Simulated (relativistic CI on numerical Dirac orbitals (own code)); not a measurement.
Method of calculation: Dirac-Coulomb-Breit CI, separate exchange-only KLI orbitals for each configuration, model QED (radiative potential, 1s self-energy scaled to tabulated hydrogen-like ionisation energies), unscaled Slater integrals (own radial code, finite nucleus).

Configurations in the expansion (outside the closed core 1s2): 2s²2p⁵, 2s2p⁶, 2p⁶3s, 2s²2p⁴3s, 2p⁶3p, 2p⁶3d, 2s²2p⁴3p, 2s²2p⁴3d, 2s2p⁵3s, 2s2p⁵3p, 2s2p⁵3d, 2s²2p⁴4s, 2s²2p⁴4p, 2s²2p⁴4d, 2s²2p⁴4f, 2s²2p³3s², 2s²2p³3s3p, 2s2p⁵4s, 2s²2p⁴5s, 2s2p⁵4p, 2s²2p⁴5p, 2s²2p³3s3d, 2s²2p³3p², 2s²2p⁴5d, 2s2p⁵4d, 2s²2p⁴5f, 2s²2p⁴5g, 2s2p⁵4f, 2s²2p³3p3d, 2s2p⁴3s², 2s²2p³3d², 2s2p⁴3s3p, 2s2p⁴3s3d, 2s2p⁴3p², 2s2p⁵5s, 2s2p⁴3p3d. Levels of other configurations are missing.

At this charge energies of transitions that change n are usually good to better than 1 %, and those within a shell (Δn = 0) to a few per cent.

Outline of the computed level scheme of Re LXVII. Lowest level of each configuration: 2s²2p⁵ ²P°3/2 at 0.0 eV; 2s2p⁶ ²S1/2 at 1969.2 eV; 2s²2p⁴3s ⁴P5/2 at 8687.8 eV; 2s²2p⁴3p ⁴P°3/2 at 8827.5 eV; 2s²2p⁴3d ⁴D3/2 at 9392.7 eV; 2s2p⁵3s ⁴P°5/2 at 10592.1 eV; 2s2p⁵3p ⁴P3/2 at 10739.0 eV.

Some strong electric-dipole decays among the lowest 45 levels: 2s²2p⁴3d ²P3/2 → 2s²2p⁵ ²P°3/2 (2.1e+15 s⁻¹); 2s²2p⁴3d ²D5/2 → 2s²2p⁵ ²P°3/2 (1.7e+15 s⁻¹); 2s²2p⁴3d ²D5/2 → 2s²2p⁵ ²P°3/2 (1.1e+15 s⁻¹); 2s²2p⁴3d ²P1/2 → 2s²2p⁵ ²P°3/2 (8.2e+14 s⁻¹); 2s2p⁵3p ²D5/2 → 2s²2p⁵ ²P°3/2 (5.8e+14 s⁻¹); 2s²2p⁴3d ⁴P1/2 → 2s²2p⁵ ²P°3/2 (3.7e+14 s⁻¹); 2s²2p⁴3s ²P3/2 → 2s²2p⁵ ²P°3/2 (2.5e+14 s⁻¹); 2s2p⁵3p ⁴P3/2 → 2s²2p⁵ ²P°3/2 (2.1e+14 s⁻¹).

LS names give the leading component of a level, which can be under half, so a name can repeat, a term be missing and a line seem to break the LS rules.
